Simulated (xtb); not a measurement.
Al(Me)(OH)(SH) (CH₅AlOS), SMILES [OH][Al]([SH])[CH3]. All values are semi-empirical tight-binding results from xtb (GFN2-xTB unless named), good for trends rather than for accurate numbers. Geometry optimised at GFN2-xTB. The values are those of a single conformer.

For metal compounds this method's bond lengths and energies can be far off.

```
Property                                      Result
-------------------------------------  -------------
orbital gap                                  3.90 eV
zero-point energy                      35.0 kcal/mol
G − E(el) at 298.15 K (modified RRHO)  15.0 kcal/mol
```
